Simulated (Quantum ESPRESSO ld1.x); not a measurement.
Q: Pt II, 77 electrons, occupied as [Xe] 4f13 5d10 (not the ground configuration). Calculated with ld1.x of Quantum ESPRESSO 7.5: scalar-relativistic Kohn-Sham, PBE, spin-unpolarised, spherical densities, point nucleus. Some entries of the table are withheld. Estimate them.

| orbital | occ. | eigenvalue (eV) | <r^2> (bohr^2) |
|---|---|---|---|
| 1s | 2 | -78459.2 | 0.0004059 |
| 2s | 2 | -13800.4 | 0.006200 |
| 2p | 6 | -11960.8 | (1) |
| 3s | 2 | -3259.54 | 0.04003 |
| 3p | 6 | -2723.96 | 0.04106 |
| 3d | 10 | -2143.62 | (2) |
| 4s | 2 | -716.304 | 0.1935 |
| 4p | 6 | -540.181 | 0.2205 |
| 4d | 10 | -326.550 | 0.2504 |
| 5s | 2 | (3) | 0.9943 |
| 4f | 13 | -89.2234 | 0.3098 |
| 5p | 6 | -67.1460 | 1.337 |
| 5d | 10 | -15.3584 | 2.989 |

A: 
(1) 2p <r^2> (bohr^2): 0.005203
(2) 3d <r^2> (bohr^2): 0.03402
(3) 5s eigenvalue (eV): -114.039
